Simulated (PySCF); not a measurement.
The PySCF input:
```python
from pyscf import gto, scf, mcscf
import numpy

mol = gto.M(
    atom='''
Si   -1.20920000    0.12370000    0.01790000
Ge    1.10930000   -0.11160000   -0.01550000
H    -1.79110000   -0.70670000    1.07280000
H    -1.57980000    1.51780000    0.26520000
H    -1.78100000   -0.28920000   -1.26450000
H     1.61290000   -1.42810000   -0.52970000
H     1.84820000    0.88280000   -0.86240000
H     1.79070000    0.01130000    1.31620000
''',
    basis='sto-3g',
    charge=-1,
    spin=1,
    verbose=4,
)

mf = scf.ROHF(mol)
mf.kernel()
mc = mcscf.CASSCF(mf, 5, 7)
mc.kernel()
occ = numpy.linalg.eigvalsh(mc.fcisolver.make_rdm1(mc.ci, mc.ncas, mc.nelecas))[::-1]
ss = mc.fcisolver.spin_square(mc.ci, mc.ncas, mc.nelecas)[0]
print('natural occupations', occ.round(4), ' <S^2>', round(ss, 4))
```

What does this run give for the natural occupations of the active orbitals, SCF-reference Mulliken (on the basis functions themselves) charges in atom order, total energy, SCF-reference <S^2>?


| Property | Value |
|---|---|
| natural occupations of the active orbitals | 2.00, 2.00, 1.98, 1.00, 0.02 |
| SCF-reference Mulliken (on the basis functions themselves) charges in atom order | Si1 0.37, Ge2 0.11, H3 -0.26, H4 -0.26, H5 -0.26, H6 -0.23, H7 -0.23, H8 -0.23 |
| total energy | -2340.5054 Eh |
| SCF-reference <S^2> | 0.750 |

A gas-phase anion may not be bound at this level; its values then depend on the basis.

These values belong to the state on which the SCF converged, which isn't shown to be the lowest.
